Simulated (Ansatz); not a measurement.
CH₇GaGeO₂, SMILES `O[CH2][GaH][O][GeH3]` at its PBE0-D4/def2-TZVP geometry, where that method's forces vanish. Charge 0, multiplicity 1.

```xyz
12

O    -2.4340   -0.3057    1.5035
C    -1.4122    0.0299    0.5805
Ga    0.2749   -0.8567    1.1188
O     1.6801   -0.5440    0.0529
Ge    1.8291    0.4232   -1.4163
H    -3.2484    0.1281    1.2363
H    -1.6599   -0.2875   -0.4434
H    -1.2357    1.1149    0.5359
H     0.5805   -1.7886    2.3276
H     1.4449    1.8886   -1.1173
H     0.8877   -0.1360   -2.5049
H     3.2929    0.3339   -1.8736
```

Question: What forces (eV/Å) does ωB97M-V/def2-TZVPP give on these atoms in Ansatz 0.2.0? (Best estimate.)

Answer: The calculation gave: 
```
O1  -0.257 -0.020  0.141
C2   0.294  0.096 -0.266
Ga3 -0.046 -0.092  0.152
O4   0.012 -0.019  0.021
Ge5  0.046  0.105 -0.174
H6   0.050 -0.040  0.036
H7   0.006  0.039  0.090
H8  -0.033 -0.092 -0.001
H9  -0.043  0.089 -0.108
H10  0.025 -0.112 -0.014
H11  0.066  0.038  0.087
H12 -0.120  0.008  0.037
```
